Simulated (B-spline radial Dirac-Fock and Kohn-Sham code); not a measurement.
**Satellites and hypersatellites of the K lines of Pd⁴⁺**

System: palladium as Pd⁴⁺ in the configuration 1s2 2s2 2p6 3s2 3p6 3d10 4s2 4p6 4d6.

Calculated with a radial atomic solver, using Dirac-Fock ΔSCF + Breit + QED. Each two-hole energy is an average over J within one jj subconfiguration, not an observable level; in light atoms, where LS coupling holds, the j-resolved values are not observed lines, and for a K spectator the Kα1 hypersatellite is nearly forbidden. Correlation and solid-state effects are left out.

Lines without a spectator: Kα2 (K-L2) 21017.8 eV, Kα1 (K-L3) 21174.9 eV, Kβ3 (K-M2) 23787.6 eV, Kβ1 (K-M3) 23815.7 eV. Shifts in eV with one spectator hole (a dash: not computed, or left out as unreliable):

```
spectator hole     Kα2     Kα1     Kβ3     Kβ1
        K (1s)  +520.7  +534.6  +662.7  +665.5
    L2 (2p1/2)   +56.1   +70.3       –  +150.7
    L3 (2p3/2)   +56.5   +56.1  +135.7       –
    M2 (3p1/2)       –   +7.63  +17.59  +21.46
    M3 (3p3/2)   +5.84       –  +18.59  +18.01
    M4 (3d3/2)   +0.83   -1.52       –       –
    M5 (3d5/2)   -1.89   -0.22       –       –
```

With n spectator holes in 2p, averaged over the 2p shell (energies in eV):

```tsv
n	KαLⁿ	step	hypersatellite KαʰLⁿ
0	21122.5	–	21652.4
1	21182.5	+60.0	21713.9
2	21243.8	+61.3	21776.5
3	21306.3	+62.5	21840.5
4	21370.0	+63.8	21905.6
5	21435.1	+65.0	21972.1
```
